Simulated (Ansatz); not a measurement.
Consider the substitution at a C–Ge bond: `C[C](C)(C)[Ge]([F])([F])[F]` + `C=CNCC` → `C=CN(CC)C(C)(C)C` + `[F][GeH]([F])[F]`.

Calculated with Ansatz (gas phase, PBE0-D4/def2-TZVP geometries, no zero-point term in ΔE). CBS: MP2 limit from def2 TZ/QZ plus the TZ coupled-cluster correction, frozen cores. DFT in def2-TZVPP. For Ge outer-core shells are correlated without core-valence functions, which leaves a few kJ/mol of doubt a bond. Scalar relativity is left out up to krypton. One conformer a species, not always the lowest.

| level | ΔE (kcal/mol) | difference from CCSD(T)/CBS |
| --- | --- | --- |
| PBE-D4 | 16.5 | 0.4 |
| r2SCAN-D4 | 16.3 | 0.2 |
| PBE0-D4 | 16.0 | -0.1 |
| B2PLYP | 17.3 | 1.2 |
| PBE | 19.0 | 2.9 |
| r2SCAN | 17.3 | 1.2 |
| CCSD(T)/def2-TZVPP | 14.6 | -1.5 |
| HF/def2-QZVPP | 19.4 | 3.3 |
| MP2/CBS(def2) | 15.2 | -0.9 |
| CCSD/CBS(def2) | 17.2 | 1.1 |
| CCSD(T)/CBS | 16.1 | 0 |

Largest T1 diagnostic among the species: 0.012.

In def2-TZVPP, CCSD(T) changes the Hartree–Fock value by −5.2 kcal/mol (the triples alone add −1.1 kcal/mol) and MP2 by −6.0 kcal/mol. From PBE to PBE0 (25 % exact exchange), in def2-TZVPP and without D4, ΔE moves by −0.8 kcal/mol. The D4 term adds −3.5 kcal/mol with B3LYP and −2.2 kcal/mol with PBE0; it sums over pairs of atoms, weighted by their polarisabilities, and B3LYP, whose exchange is more repulsive, gets the larger term.

B3LYP here is the variant with VWN-RPA as its local correlation; programs differ in this.
